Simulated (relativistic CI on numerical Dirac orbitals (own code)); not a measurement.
**Sb17+: sensitivity of the levels to the model**

Base calculation: Dirac-Coulomb-Breit CI, separate exchange-only KLI orbitals for each configuration, QED by a radiative potential, unscaled Slater integrals.

CI space (outside the closed core [Ar] 3d10): 4s2.4p4, 4s.4p5, 4p6, 4s2.4p3.4d, 4s.4p4.4d, 4s2.4p3.4f, 4s.4p4.4f, 4p5.4d, 4s.4p3.4d2, 4s2.4p2.4d.4f, 4s2.4p3.5s, 4p5.4f, 4p4.4d2, 4p3.4d3, 4p3.4d2.4f, 4p3.4d2.5s. Double excitations out of closed p, d and f shells are left out; levels of such configurations are missing from the list, as are those of other unlisted configurations, and high levels can miss mixing partners.

Variants: (1) P86 correlation estimate; (2) only the first 3 configurations; (3) one mean potential for all configurations. Shifts of the energy above 4s2.4p4 3P_2, in cm⁻¹, for the lowest level and the first level of each name with at least 55 % of one term (blank where a level changes its place among those of its configuration and J or its character, or is not in the variant):

```tsv
Level	Base	Δ(1)	Δ(2)	Δ(3)
4s2.4p4 3P_2	0	0	0	0
4s2.4p4 3P_0	39884	-13	-7395	-29
4s2.4p4 3P_1	82794	0	+354	+11
4s2.4p4 1D_2	105621	+15	+2093	-5
4s2.4p4 1S_0	213445	-9	-7992	-28
4s.4p5 3P°_2	431839	+587	+50947	+37
4s.4p5 3P°_1	468226	+612	+58167	+31
4s.4p5 3P°_0	518049	+608	+56219	+40
4s2.4p3.4d 5D°_0	578645	+1052		-62
4s2.4p3.4d 5D°_1	586367	+1026		-47
4s2.4p3.4d 5D°_4	592937	+1057		-57
4s2.4p3.4d 3D°_1	643412	+1073		-52
4s2.4p3.4d 1S°_0	646672	+1078		-42
4s2.4p3.4d 3F°_3	656658	+1080		-54
```

At this charge energies of transitions that change n are usually good to better than 1 %, and those within a shell (Δn = 0) to a few per cent.

Ionisation energy from the two ground configurations alone: base 478.866 eV; P86 correlation estimate 480.514 eV. The NIST ASD value (theoretical) is 479 eV.

LS names give the leading component of a level, which can be under half, so a name can repeat, a term be missing and a line seem to break the LS rules.
